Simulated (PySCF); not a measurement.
Level of theory: PBE-D3(BJ)/def2-TZVP (PySCF). Gas-phase values, no solvent. One relaxed conformer stands for a flexible species; it need not be the lowest. Excitations are Tamm–Dancoff values on a coarser integration grid. The basis has no diffuse functions, so Rydberg states are missing or too high.

Reference species (SMILES): `[Ga]([Cl])([Cl])[Cl]` (neutral, multiplicity 1).

```json
{
  "S1 oscillator strength": "0.000",
  "S1 excitation (TDA)": "5.12 eV"
}
```

Changed species: `[Cl][Ga]([Cl])[NH2]` (1 of 3 Cl replaced by NH2; the reference has 0 of 3 Cl replaced by NH2).

What does the change do to the S1 oscillator strength and S1 excitation (TDA)?

the S1 oscillator strength rises by 0.017, to 0.017; the S1 excitation (TDA) falls by 0.28 eV, to 4.84 eV.
